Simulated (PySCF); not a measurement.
## Frontier levels across methods

Species: C2H3BF2O.
Structure used (PBE0-D3(BJ)/def2-SVP), in Å, numbered top down from 1:
```xyz
9
C2H3BF2O angstrom
O     -1.536    1.528   -0.737
C     -1.063    0.429   -0.646
C     -0.255   -0.048    0.530
B      1.244   -0.311    0.147
F      2.244    0.069    0.914
F      1.549   -0.950   -0.967
H     -1.188   -0.323   -1.468
H     -0.347    0.659    1.366
H     -0.646   -1.035    0.840
```

Basis pcSseg-2 throughout (PySCF), one geometry. The structure is a single PBE0-D3(BJ)/def2-SVP conformer in the gas phase; no vibrational or solvent corrections.

Problem. How do the orbital energies, the gap and the dipole change with the method?

Solution. 
| method | kind | HOMO (eV) | LUMO (eV) | gap (eV) | μ (D) | SCF cycles |
| --- | --- | --- | --- | --- | --- | --- |
| BLYP | GGA | -6.18 | -2.14 | 4.04 | 2.31 | 15 |
| OPBE | GGA | -6.18 | -2.11 | 4.07 | 2.25 | 16 |
| PBE | GGA | -6.25 | -2.25 | 3.99 | 2.29 | 15 |
| B97-D | GGA | -6.27 | -2.14 | 4.13 | 2.31 | 16 |
| BP86 | GGA | -6.35 | -2.33 | 4.02 | 2.30 | 15 |
| LDA | LDA | -6.40 | -2.53 | 3.86 | 2.36 | 15 |
| KT2 | GGA | -6.43 | -2.21 | 4.22 | 2.27 | 16 |
| KT3 | GGA | -6.44 | -2.19 | 4.25 | 2.25 | 16 |
| B97-2 | global hybrid | -7.57 | -1.16 | 6.41 | 2.40 | 14 |
| B3LYP | global hybrid | -7.62 | -1.39 | 6.24 | 2.42 | 15 |
| PBE0 | global hybrid | -7.85 | -1.10 | 6.75 | 2.42 | 14 |
| mPW1PW91 | global hybrid | -7.89 | -1.11 | 6.78 | 2.42 | 14 |
| CAM-B3LYP | range-separated hybrid | -9.33 | 0.09 | 9.42 | 2.49 | 13 |
| BHandHLYP | global hybrid | -9.44 | 0.10 | 9.54 | 2.56 | 13 |
| wB97X-D | range-separated hybrid | -9.74 | 0.82 | 10.57 | 2.46 | 14 |
| LC-wPBE | range-separated hybrid | -10.61 | 1.38 | 11.99 | 2.49 | 14 |
| HF | Hartree–Fock | -11.92 | 2.38 | 14.30 | 2.74 | 11 |

The HOMO spans 5.74 eV, from BLYP down to HF, and the gap runs from 3.86 eV (LDA) to 14.30 eV (HF). Over the methods BLYP (0 %), OPBE (0 %), PBE (0 %), B97-D (0 %), BP86 (0 %), LDA (0 %), KT2 (0 %), KT3 (0 %), B97-2 (21 %), B3LYP (20 %), PBE0 (25 %), mPW1PW91 (25 %), BHandHLYP (50 %), HF (100 %), a straight line through the gap against the share of exact exchange rises by 1.04 eV for each 10 % (correlation coefficient 0.999). The dipole ranges from 2.25 D (OPBE) to 2.74 D (HF). This basis has no diffuse functions.

The vertical ΔSCF ionisation energy at CAM-B3LYP/def2-SVPD is 10.52 eV; −ε(HOMO) comes closest to it with LC-wPBE (10.61 eV).
